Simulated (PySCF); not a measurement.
Species: C₅H₁₄Si.
SMILES with atom numbers: `[CH3:1][CH2:2][CH2:3][CH2:4][CH2:5][SiH3:6]` (hydrogens: H7, H8, H9 on C1; H10, H11 on C2; H12, H13 on C3; H14, H15 on C4; H16, H17 on C5; H18, H19, H20 on Si6)

Level: PBE0/pcSseg-1 and PBE0/def2-SVPD in PySCF, non-relativistic, on one gas-phase PBE0-D3(BJ)/def2-SVP geometry that isn't relaxed in the solvent. The solvent is an IEF-PCM continuum (van der Waals radii × 1.2). Only the electrostatic response of the medium enters.

Gas phase at PBE0/pcSseg-1: HOMO -8.40 eV, LUMO 0.97 eV, dipole 0.90 D.

Problem. What does the continuum do to the energy, the frontier levels and the dipole at PBE0/pcSseg-1 in chloroform and dimethylsulfoxide?

Solution. 
```csv
solvent,ε,E(solvent) − E(gas) (kJ/mol),polarisation term (kJ/mol),distortion of the solute (kJ/mol),HOMO (eV),LUMO (eV),dipole (D)
chloroform,4.711,-2.41,-2.53,0.12,-8.28,1.06,1.01
dimethylsulfoxide,46.83,-3.34,-3.61,0.27,-8.25,1.08,1.06
```

The polarisation term is half the interaction of the solute with the surface charges that it induces; the rest is the cost of distorting the solute's density. The sum is the electrostatic part of solvation alone. From chloroform to dimethylsulfoxide the lowering changes by a factor 1.39, Onsager's factor (ε − 1)/(2ε + 1) by 1.36 and ε itself by 9.9.

Gas phase at PBE0/def2-SVPD: HOMO -8.36 eV, LUMO 0.51 eV, dipole 0.92 D.

Problem. What does the continuum do to the energy, the frontier levels and the dipole at PBE0/def2-SVPD in chloroform and dimethylsulfoxide?

Solution. 
| solvent | ε | E(solvent) − E(gas) (kJ/mol) | polarisation term (kJ/mol) | distortion of the solute (kJ/mol) | HOMO (eV) | LUMO (eV) | dipole (D) |
| --- | --- | --- | --- | --- | --- | --- | --- |
| chloroform | 4.711 | -2.73 | -2.94 | 0.21 | -8.24 | 0.62 | 1.07 |
| dimethylsulfoxide | 46.83 | -3.81 | -4.22 | 0.41 | -8.21 | 0.65 | 1.13 |

Problem. How does the static polarisability (PBE0/def2-SVPD, frozen core, with the continuum's full static response) change?

Solution. 
| medium | isotropic (au) | principal values (au) | ⟨r²⟩ of the electrons (bohr²) |
| --- | --- | --- | --- |
| gas | 92.9 | 79.7, 84.5, 114.7 | 1551.6 |
| chloroform | 113.8 | 102.0, 108.0, 131.4 | 1552.9 |
| dimethylsulfoxide | 124.9 | 115.8, 121.5, 137.5 | 1553.2 |

The isotropic value in dimethylsulfoxide is 1.34 times the gas-phase one; no cavity-field correction is applied. ⟨r²⟩ is taken about the centre of nuclear charge.

Time: 19 s. Hardware: Arm Neoverse V2, one thread, on a shared host. This is the whole shielding run at PBE0/pcSseg-1 in dimethylsulfoxide, SCF included.

The values belong to the conformer `[CH3:1][CH2:2][CH2:3][CH2:4][CH2:5][SiH3:6]`: C1–C2–C3–C4 180°, C2–C3–C4–C5 180°, C3–C4–C5–Si6 180°.
